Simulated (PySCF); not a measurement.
B(Br)(vinyl)(OH) (C2H4BBrO), SMILES C=CB(O)Br. Heavy atoms are numbered as in [B:1]([Br:2])([CH:3]=[CH2:4])[OH:8]. Hydrogens are named by the atom that carries them.

Geometry: ωB97X-D3(BJ)/def2-SVP. The values are those of a single conformer.

The numbers are results of CAM-B3LYP/def2-TZVP in PySCF, not measurements.

Atomic charges (e), one atom of each kind:

```
atom        Mulliken  Löwdin  meta-Löwdin
--------  ----------  ------  -----------
B1              0.20   -1.03         0.30
Br2       (withheld)    0.46        -0.15
C3 (CH)        -0.22   -0.15        -0.23
C4 (CH2)       -0.19   -0.13        -0.17
H on C3   (withheld)    0.16         0.12
H on C4         0.13    0.13         0.12
O8 (OH)   (withheld)    0.22        -0.49
H on O8   (withheld)    0.22         0.36
```

### Question
Some entries are withheld; supply them. (An estimate is asked for; the answer gives what the named calculation found.)

### Answer

- Br2, Mulliken: -0.14
- H on C3, Mulliken: 0.12
- O8 (OH), Mulliken: -0.38
- H on O8, Mulliken: 0.33

### Question
Give the Mayer and Wiberg (Löwdin basis) orders of the bonds. (Estimate from the structure and the level; the computed values follow.)

### Answer

| bond | Mayer | Wiberg |
|---|---|---|
| B1–Br2 | 1.23 | 1.95 |
| B1–C3 | 1.07 | 1.24 |
| C3–C4 | 1.83 | 2.09 |
| B1–O8 | 1.40 | 2.03 |
